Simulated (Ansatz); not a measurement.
Swapping OH for F on Zr: the HOMO–LUMO gap

On one Zr centre that keeps SH, n of the OH ligands are replaced by F. The HOMO–LUMO gap y in eV at wB97X-V/def2-TZVPP. Shapes: PBE0-D4/def2-TZVP. Flexible molecules stand in one conformer, not always the lowest. Programs: Ansatz 0.2.0.

| molecule | n | y (eV) |
| --- | --- | --- |
| Zr(OH)3(SH) | 0 | 10.43 |
| Zr(OH)2(SH)F | 1 | 10.70 |
| Zr(OH)(SH)F2 | 2 | ? |
| Zr(SH)F3 | 3 | 10.89 |

**Question.** Fit y = c + s·n to the known rows and predict Zr(OH)(SH)F2.

**Answer.** 
1. Means of the 3 rows: n = 1.33333, y = 10.673.
2. Σ(Δn)² = 4.6667, Σ(Δn·Δy) = 0.67667, so the slope is 0.67667/4.6667 = 0.145.
3. Intercept: 10.673 − (0.145) × 1.33333 = 10.480. The largest residual of the fit is 0.075.
4. Zr(OH)(SH)F2: 10.480 + (0.145) × 2 = 10.77 eV.

The run gave 10.88 eV, so the prediction is off by -0.11 eV, more than the largest residual. The step per swap changes from +0.27 to +0.01 eV along the series, so a line misses the bend. Other levels give for Zr(OH)(SH)F2: PBE-D4/def2-TZVPP 4.36; r2SCAN-D4/def2-TZVPP 4.84 eV. Orbital gaps aren't excitation energies, and the LUMO depends on the basis. At 4 other levels on record the series doesn't rise at every step. For atoms past krypton def2 sets carry core potentials with scalar relativity.
